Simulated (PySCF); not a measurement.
CF, SMILES [C]F (connectivity only; charge and spin as stated), charge +1, multiplicity 1. Heavy atoms are numbered as in [C:1][F:2].

Geometry: PBE0-D3(BJ)/def2-TZVPD.

Calculation: PBE/def2-TZVPD (PySCF).

ESP charges are fitted to the potential on shells at 1.4 to 2.0 van der Waals radii. Atomic charges (e), one atom of each kind:

| atom | meta-Löwdin | ESP fit |
|---|---|---|
| C1 | (withheld) | 0.56 |
| F2 | (withheld) | 0.44 |

Task: Fill in the missing entries. (Estimate from the structure and the level; the computed values follow.)

Result: 
- C1, meta-Löwdin: 0.75
- F2, meta-Löwdin: 0.25
